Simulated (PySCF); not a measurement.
C4H7FO. Atoms are numbered in the order given.

```xyz
13

C      1.9081     0.6790     0.0235
O      1.0500    -0.4503     0.0703
C     -0.2669    -0.1646    -0.1225
F     -0.5292     0.2512    -1.4056
C     -1.1030     0.4505     0.9516
C     -1.2831    -1.0168     0.5329
H      1.6394     1.4193     0.7990
H      2.9280     0.3163     0.2078
H      1.8688     1.1691    -0.9632
H     -1.8778     1.1599     0.6501
H     -0.6301     0.6480     1.9173
H     -0.9231    -1.7919     1.2136
H     -2.1722    -1.2676    -0.0505
```
Charge 0, spin multiplicity 1.

The structure is a stationary point at B3LYP-D3(BJ)/def2-SVP. Other conformers were not sampled.

Level of theory: r2SCAN/def2-TZVP in PySCF.

ESP charges are fitted to the potential on shells at 1.4 to 2.0 van der Waals radii. Atomic charges (e):

| atom | IAO | ESP fit |
|---|---|---|
| C1 | (withheld) | -0.19 |
| O2 | -0.37 | -0.27 |
| C3 | 0.48 | 0.41 |
| F4 | -0.32 | -0.21 |
| C5 | (withheld) | -0.33 |
| C6 | (withheld) | -0.43 |
| H7 | 0.13 | 0.08 |
| H8 | 0.16 | 0.13 |
| H9 | 0.14 | 0.11 |
| H10 | (withheld) | 0.15 |
| H11 | (withheld) | 0.17 |
| H12 | (withheld) | 0.18 |
| H13 | (withheld) | 0.19 |

Question: Some entries are withheld; supply them. (Estimate from the structure and the level; the computed values follow.)

Answer: 
- C1, IAO: -0.21
- C5, IAO: -0.35
- C6, IAO: -0.32
- H10, IAO: 0.16
- H11, IAO: 0.16
- H12, IAO: 0.17
- H13, IAO: 0.17

Question: Give the Mayer and Wiberg (Löwdin basis) orders of the bonds. (The exact figures need the calculation; the answer reports its results.)

Answer: 
```
bond    Mayer  Wiberg
------  -----  ------
C1–O2    0.93    1.46
O2–C3    1.12    1.57
C3–F4    1.03    1.62
C3–C5    0.97    1.22
C3–C6    0.96    1.25
C5–C6    0.95    1.24
C1–H7    0.97    0.93
C1–H8    0.97    0.94
C1–H9    0.97    0.94
C5–H10   0.95    0.87
C5–H11   0.94    0.87
C6–H12   0.94    0.87
C6–H13   0.95    0.86
```
